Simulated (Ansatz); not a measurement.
The lowest singlet and triplet of P2 (SMILES P#P); geometries from B3LYP-D3(BJ)/def2-TZVP, each state relaxed from the structure named, with no frequency check.
Singlet (charge 0, multiplicity 1):
```xyz
2

P      0.00000     0.00000    -0.94475
P      0.00000     0.00000     0.94475
```

A positive gap puts the triplet lower; no zero-point energy. R- takes a restricted singlet. The triplet is unrestricted in single-reference levels. Active spaces average the two states.

Correlated levels freeze the cores.

Run with Ansatz (Gaussian basis) for Hartree–Fock, density functionals and correlated methods. Values without a source in brackets are computed.

Question: What is the computed gap E(singlet) − E(triplet), vertical, at the singlet's geometry (FIC-MRCISD+Q on SA-CASSCF(10,8)/cc-pV(Q+d)Z)?

Answer: -64.5 kcal/mol

Question: Estimate the gap E(singlet) − E(triplet), vertical, at the singlet's geometry that SA-CASSCF(10,8)/cc-pV(Q+d)Z returns for this input.

Answer: -66.9 kcal/mol

Question: Predict the gap E(singlet) − E(triplet), vertical, at the singlet's geometry from R-CCSD(T)/cc-pV(D+d)Z.

Answer: -69.9 kcal/mol

Doubts at one or more of the structures used: a restricted determinant that unrestricted orbitals would lower (R-CCSD(T)/cc-pV(D+d)Z).

Ansatz is an electronic-structure program.
